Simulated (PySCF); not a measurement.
# Magnetisability: `C=Cc1cc(Cl)nn1C`, C6H7ClN2

Cartesian coordinates in Å; atom numbers follow the order of the lines, from 1:
```xyz
16

C     2.577   -0.393   -0.383
C     1.310   -0.726   -0.160
C     0.228    0.221   -0.051
C     0.214    1.608   -0.143
C    -1.126    1.954    0.046
Cl   -1.795    3.518    0.045
N    -1.882    0.885    0.238
N    -1.057   -0.155    0.178
C    -1.584   -1.477    0.351
H     2.882    0.632   -0.499
H     3.349   -1.138   -0.458
H     1.039   -1.767   -0.049
H     1.033    2.272   -0.318
H    -1.128   -1.968    1.213
H    -1.416   -2.083   -0.541
H    -2.654   -1.375    0.520
```

Computed with GIAO B97-2/pcSseg-1 magnetisability, rotational g tensor and spin-rotation constants, non-relativistic, gas phase (PySCF). Geometry: GFN2-xTB.

What are the magnetisability and the molar susceptibility?

Isotropic -1385 × 10⁻³⁰ J/T², or -83.4 × 10⁻⁶ cm³/mol; principal values -1810, -1198, -1146 × 10⁻³⁰ J/T², anisotropy 639 × 10⁻³⁰ J/T² (root of half the summed squared differences of the principal values). The susceptibility is in cgs units.

Split it along the inertial axes a, b, c into diamagnetic and paramagnetic parts about the centre of mass, with the quadrupole moment.


```csv
axis,χ (10⁻⁶ cm³/mol),diamagnetic (10⁻⁶ cm³/mol),paramagnetic (10⁻⁶ cm³/mol),summed x² of all electrons (Å²),quadrupole Θ (D Å)
a,-72.2,-601.5,529.3,305.4,+1.16
b,-69.0,-1357.5,1288.5,127.1,+6.49
c,-109.0,-1834.8,1725.8,14.6,-7.65
```
Anisotropies 2χaa − χbb − χcc = +33.7 and 2χbb − χaa − χcc = +43.1 × 10⁻⁶ cm³/mol. Θ is traceless in Buckingham's convention.

And the rotational g tensor?


```
axis  rotational constant (GHz)        g  nuclear part  electronic part
   a                     2.5514  -0.0362        0.5982          -0.6344
   b                     0.9095  -0.0156        0.5350          -0.5505
   c                     0.6733  +0.0037        0.5497          -0.5459
```
Asymmetric top; isotopes 12C, 35Cl, 1H, 14N; no vibrational averaging.
